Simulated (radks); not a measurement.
Ionisation of the platinum ion Pt2+, [Xe] 4f14 5d8, to [Xe] 4f14 5d7 as the strength of local exchange is varied. Calculated with a radial shooting solver on a logarithmic mesh with Libxc functionals: scalar-relativistic Kohn-Sham, Slater X-alpha exchange (alpha = 2/3 is LDA exchange), no correlation, spin-polarised, spherical densities, finite nucleus; open shells are filled with parallel spins first (spin-orbit coupling, left out, can overturn this in heavy ions); Fermi nuclear charge, rms radius 5.427 fm.

alpha  E(Pt2+) (hartree)  exchange (hartree)  IE (eV)  -e of the level emptied (eV)  <r> of it (bohr)
0.667        -18390.4735           -335.3149   29.919                   23.898 (5d)             1.573
0.83         -18473.0614           -419.2295   32.725                   26.548 (5d)             1.524
0.875        -18495.9304           -442.5319   33.530                   27.312 (5d)             1.511
0.883        -18499.9991           -446.6808   33.674                   27.449 (5d)             1.509
0.917        -18517.3015           -464.3339   34.292                   28.037 (5d)             1.500

NIST Atomic Spectra Database: 29 +/- 1.6 eV (theoretical). The central value is not met in this range of alpha. Open shells are spherical and high-spin; term and fine-structure splittings are not resolved. Spin-orbit splitting is averaged out at the scalar-relativistic level.
